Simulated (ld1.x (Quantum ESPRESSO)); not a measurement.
# Building the TM potential for oxygen (LDA (PZ), scalar-relativistic).

The input file (ld1.x (Quantum ESPRESSO) 7.5):

```
&input
   title='O', zed=8., rel=1, dft='PZ', iswitch=3,
   config='[He] 2s1 2p5 3d-2',
   nld=3, rlderiv=1.75, eminld=-4.0, emaxld=5.0, deld=0.02
 /
 &inputp
   pseudotype=2, tm=.true., lloc=1,
   nlcc=.true., new_core_ps=.true., rcore=0.65,
   file_pseudopw='O.UPF', file_wfcaegen='ae.wfc', file_wfcncgen='nc.wfc', file_beta='beta', file_chi='chi'
 /
3
2S  1  0   1.00   0.00  0.85  0.85  0.0
3D  3  2  -2.00   0.25  1.45  1.45  0.0
2P  2  1   5.00   0.00  1.60  1.60  0.0
 &test
   configts(1)='2s1 2p5'
 /
```

Command:

```bash
ld1.x < O.in > O.out
```

The program printed (shortened: banner, matrices, multipoles, cross overlaps and the repeated all-electron block are left out):

```
Program LD1 v.7.5
     --------------------------- All-electron run ----------------------------

     O
     scalar relativistic calculation

     atomic number is  8.00
     dft =PZ   lsd =0 sic =0 latt =0  beta=0.20 tr2=1.0E-14
     Exchange-correlation= PZ
                           (   1   1   0   0   0   0   0)
     mesh =1095 r(mesh) =  99.04343 a.u. xmin = -7.00 dx = 0.01250
     1 Ry =  13.60569312 eV, c = 137.03599908

     n l     nl                  e(Ry)          e(Ha)          e(eV)
     1 0     1S 1( 2.00)       -37.5943       -18.7972      -511.4965
     2 0     2S 1( 1.00)        -1.7796        -0.8898       -24.2121
     2 1     2P 1( 5.00)        -0.7054        -0.3527        -9.5980

     final scf error:  7.4E-15 reached in  26 iterations

     Etot =    -147.977870 Ry,     -73.988935 Ha,   -2013.341482 eV

     Ekin =     147.468528 Ry,      73.734264 Ha,    2006.411536 eV
     Encl =    -352.404853 Ry,    -176.202426 Ha,   -4794.712280 eV
     Eh   =      72.389444 Ry,      36.194722 Ha,     984.908563 eV
     Exc  =     -15.430989 Ry,      -7.715495 Ha,    -209.949301 eV

     normalization and overlap integrals

     s(1S/1S) =  1.000000  <r> =   0.2006  <r2> =    0.0544  r(max) =   0.1298
     s(2S/2S) =  1.000000  <r> =   1.1451  <r2> =    1.5972  r(max) =   0.8786
     s(2P/2P) =  1.000000  <r> =   1.2581  <r2> =    2.1041  r(max) =   0.8151

     ------------------------ End of All-electron run ------------------------

     --------------------- Generating NC pseudopotential ---------------------

      Generating local pot.: lloc=1, matching radius rcloc =   1.6000

      Computing core charge for nlcc:

       r > 0.65 : true rho core
      Core charge pseudized with two Bessel functions
      Integrated core pseudo-charge :   0.28

      Wfc   2S  rcut= 0.857  Using Troullier-Martins method

      Wfc   3D  rcut= 1.449  Using Troullier-Martins method

     ------------------- End of pseudopotential generation -------------------

     Computing logarithmic derivative in   1.75827
     Computing logarithmic derivative in   1.75827
     Computing the partial wave expansion
     R is outside the sphere for l=    0 j= 0.00
       no projector for channel:   1
     R is outside the sphere for l=    2 j= 0.00

     ---------------------- Testing the pseudopotential ----------------------

     O
     scalar relativistic calculation

     atomic number is  8.00   valence charge is  6.00
     dft =PZ   lsd =0 sic =0 latt =0  beta=0.20 tr2=1.0E-14
     mesh =1095 r(mesh) =  99.04343 xmin = -7.00 dx = 0.01250

     n l     nl             e AE (Ry)        e PS (Ry)    De AE-PS (Ry)
     1 0     2S   1( 1.00)       -1.77955       -1.77959        0.00004
     2 1     2P   1( 5.00)       -0.70544       -0.70545        0.00000

     eps = 3.7E-15  iter = 12

     Etot =    -147.977870 Ry,     -73.988935 Ha,   -2013.341482 eV
     Etotps =   -30.449672 Ry,     -15.224836 Ha,    -414.288888 eV

     Ekin =      23.257010 Ry,      11.628505 Ha,     316.427746 eV
     Encl =     -75.459553 Ry,     -37.729776 Ha,   -1026.679517 eV
     Ehrt =      26.620163 Ry,      13.310081 Ha,     362.185767 eV
     Ecxc =      -6.766510 Ry,      -3.383255 Ha,     -92.063062 eV
     (Ecc =      -0.354426 Ry,      -0.177213 Ha,      -4.822216 eV)
     Epseu=       1.899218 Ry,       0.949609 Ha,      25.840178 eV

     ---------------------- End of pseudopotential test ----------------------
```

Generation and configuration tests took about 1 s on one core of a shared server CPU.

Transferability test of the new file with ld1.x, input:

```
&input
   title='O', zed=8., rel=1, dft='PZ', iswitch=2,
   config='[He] 2s1 2p5 3d-2'
 /
 &test
   file_pseudo='O.UPF', nconf=10,
   configts(1)='2s1 2p5',
   configts(2)='2s2 2p4',
   configts(3)='2s2 2p3',
   configts(4)='2s2 2p2',
   configts(5)='2s1 2p4',
   configts(6)='2s0 2p6',
   configts(7)='2s2 2p0',
   configts(8)='2s2 2p4.3',
   configts(9)='2s1 2p5', lsdts(9)=1,
   configts(10)='2s2 2p4', lsdts(10)=1
 /
```

```bash
ld1.x < O.test.in > O.test.out
```

Pseudopotential blocks of its output, shortened (energy terms left out):

```
     ---------------------- Testing the pseudopotential ----------------------

     n l     nl             e AE (Ry)        e PS (Ry)    De AE-PS (Ry)
     1 0     2S   1( 1.00)       -1.77955       -1.77959        0.00004
     2 1     2P   1( 5.00)       -0.70544       -0.70545        0.00000

     eps = 3.7E-15  iter = 12

     Etot =    -147.977870 Ry,     -73.988935 Ha,   -2013.341482 eV
     Etotps =   -30.449672 Ry,     -15.224836 Ha,    -414.288888 eV

     ---------------------- End of pseudopotential test ----------------------

          ---------------------- Testing the pseudopotential ----------------------

     n l     nl             e AE (Ry)        e PS (Ry)    De AE-PS (Ry)
     1 0     2S   1( 2.00)       -1.74582       -1.74458       -0.00123
     2 1     2P   1( 4.00)       -0.67608       -0.67228       -0.00380

     eps = 3.0E-15  iter = 12

     Etot =    -149.049789 Ry,     -74.524894 Ha,   -2027.925687 eV
     Etotps =   -31.522914 Ry,     -15.761457 Ha,    -428.891088 eV
     dEtot_ae =      -1.071919 Ry
     dEtot_ps =      -1.073242 Ry,   Delta E=       0.001323 Ry

     ---------------------- End of pseudopotential test ----------------------

          ---------------------- Testing the pseudopotential ----------------------

     n l     nl             e AE (Ry)        e PS (Ry)    De AE-PS (Ry)
     1 0     2S   1( 2.00)       -2.89559       -2.89609        0.00050
     2 1     2P   1( 3.00)       -1.80713       -1.79701       -0.01012  !

     eps = 3.5E-17  iter = 12

     Etot =    -147.830923 Ry,     -73.915462 Ha,   -2011.342178 eV
     Etotps =   -30.310083 Ry,     -15.155042 Ha,    -412.389694 eV
     dEtot_ae =       0.146946 Ry
     dEtot_ps =       0.139588 Ry,   Delta E=       0.007358 Ry

     ---------------------- End of pseudopotential test ----------------------

          ---------------------- Testing the pseudopotential ----------------------

     n l     nl             e AE (Ry)        e PS (Ry)    De AE-PS (Ry)
     1 0     2S   1( 2.00)       -4.26417       -4.25757       -0.00659  !
     2 1     2P   1( 2.00)       -3.18620       -3.14970       -0.03650  !

     eps = 2.1E-16  iter =  9

     Etot =    -145.353407 Ry,     -72.676704 Ha,   -1977.633852 eV
     Etotps =   -27.853271 Ry,     -13.926635 Ha,    -378.963056 eV
     dEtot_ae =       2.624462 Ry
     dEtot_ps =       2.596401 Ry,   Delta E=       0.028062 Ry

     ---------------------- End of pseudopotential test ----------------------

          ---------------------- Testing the pseudopotential ----------------------

     n l     nl             e AE (Ry)        e PS (Ry)    De AE-PS (Ry)
     1 0     2S   1( 1.00)       -2.90595       -2.91368        0.00773  !
     2 1     2P   1( 4.00)       -1.81320       -1.81453        0.00133

     eps = 2.6E-16  iter = 12

     Etot =    -146.740321 Ry,     -73.370161 Ha,   -1996.503783 eV
     Etotps =   -29.210970 Ry,     -14.605485 Ha,    -397.435489 eV
     dEtot_ae =       1.237548 Ry
     dEtot_ps =       1.238702 Ry,   Delta E=      -0.001154 Ry

     ---------------------- End of pseudopotential test ----------------------

          ---------------------- Testing the pseudopotential ----------------------

     n l     nl             e AE (Ry)        e PS (Ry)    De AE-PS (Ry)
     1 0     2S   1( 0.00)       -1.81159       -1.81169        0.00010
     2 1     2P   1( 6.00)       -0.73313       -0.73595        0.00281

     eps = 9.8E-15  iter = 11

     Etot =    -146.901590 Ry,     -73.450795 Ha,   -1998.697947 eV
     Etotps =   -29.374711 Ry,     -14.687356 Ha,    -399.663304 eV
     dEtot_ae =       1.076280 Ry
     dEtot_ps =       1.074961 Ry,   Delta E=       0.001319 Ry

     ---------------------- End of pseudopotential test ----------------------

          ---------------------- Testing the pseudopotential ----------------------

     n l     nl             e AE (Ry)        e PS (Ry)    De AE-PS (Ry)
     1 0     2S   1( 2.00)       -7.51559       -7.41153       -0.10407  !
     2 1     2P   1( 0.00)       -6.56055       -6.32971       -0.23084  !

     eps = 9.6E-15  iter =  7

     Etot =    -135.731038 Ry,     -67.865519 Ha,   -1846.714846 eV
     Etotps =   -18.457943 Ry,      -9.228971 Ha,    -251.133105 eV
     dEtot_ae =      12.246832 Ry
     dEtot_ps =      11.991729 Ry,   Delta E=       0.255103 Ry

     ---------------------- End of pseudopotential test ----------------------

          ---------------------- Testing the pseudopotential ----------------------

     n l     nl             e AE (Ry)        e PS (Ry)    De AE-PS (Ry)
     1 0     2S   1( 2.00)       -1.45416       -1.45259       -0.00158
     2 1     2P   1( 4.30)       -0.39424       -0.39116       -0.00309

     eps = 6.4E-15  iter = 12

     Etot =    -149.209566 Ry,     -74.604783 Ha,   -2030.099569 eV
     Etotps =   -31.681673 Ry,     -15.840837 Ha,    -431.051125 eV
     dEtot_ae =      -1.231697 Ry
     dEtot_ps =      -1.232002 Ry,   Delta E=       0.000305 Ry

     ---------------------- End of pseudopotential test ----------------------

          ---------------------- Testing the pseudopotential ----------------------

     n l     nl             e AE (Ry)        e PS (Ry)    De AE-PS (Ry)
     1 0     2S   1( 1.00)       -1.88509       -1.88728        0.00218
     2 1     2P   1( 3.00)       -0.80227       -0.80605        0.00378
     1 0     2S   2( 0.00)       -1.64234       -1.64045       -0.00190
     2 1     2P   2( 2.00)       -0.58266       -0.57866       -0.00400

     eps = 6.1E-15  iter = 14

     Etot =    -148.092230 Ry,     -74.046115 Ha,   -2014.897430 eV
     Etotps =   -30.567000 Ry,     -15.283500 Ha,    -415.885224 eV
     dEtot_ae =      -0.114360 Ry
     dEtot_ps =      -0.117329 Ry,   Delta E=       0.002968 Ry

     ---------------------- End of pseudopotential test ----------------------

          ---------------------- Testing the pseudopotential ----------------------

     n l     nl             e AE (Ry)        e PS (Ry)    De AE-PS (Ry)
     1 0     2S   1( 1.00)       -1.82991       -1.83344        0.00352
     2 1     2P   1( 3.00)       -0.75735       -0.75562       -0.00172
     1 0     2S   2( 1.00)       -1.61232       -1.60497       -0.00735  !
     2 1     2P   2( 1.00)       -0.54973       -0.54375       -0.00598  !

     eps = 1.3E-15  iter = 13

     Etot =    -149.153353 Ry,     -74.576676 Ha,   -2029.334747 eV
     Etotps =   -31.628499 Ry,     -15.814249 Ha,    -430.327650 eV
     dEtot_ae =      -1.175483 Ry
     dEtot_ps =      -1.178827 Ry,   Delta E=       0.003344 Ry

     ---------------------- End of pseudopotential test ----------------------
```
